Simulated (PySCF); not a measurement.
Q: Give a GFN2-xTB geometry of InChI=1S/C6H6F2/c1-6(8)4-2-3-5-7/h2-5H,1H2/b4-2+,5-3+.

A: 
Z-matrix in Å and degrees, rows numbered from 1:
```
C 
C   1  1.3307
F   2  1.3552  1  118.52
C   2  1.4413  1  126.51  3   179.99
C   4  1.3433  2  123.86  1  -179.99
C   5  1.4350  4  123.35  2  -179.99
C   6  1.3305  5  122.61  4   179.98
F   7  1.3393  6  121.70  5   179.97
H   1  1.0745  2  121.09  3     0.02
H   1  1.0729  2  120.77  3  -179.98
H   4  1.0801  2  115.22  1     0.03
H   5  1.0815  4  119.70  2     0.01
H   6  1.0809  5  118.05  4    -0.04
H   7  1.0805  6  126.08  5    -0.03
```

Of the pairs four or more bonds apart, F3···H12 is among the closest relative to their van der Waals radii: 2.44 Å, 91 % of the sum of Bondi's values. The 8 heavy atoms lie in one plane (0.000 Å rms). The C–C distances run from 1.331 Å (C6=C7, drawn double) to 1.441 Å (C2–C4, drawn single), a spread of 0.110 Å.

The geometry is computed with GFN2-xTB (gas phase).

Point group: Cs (every atom within 0.08 Å of its image). Whether it is a minimum is left open (no frequencies). One conformer, not necessarily the lowest (C1–C2–C4–C5 180°, C4–C5–C6–C7 180°).
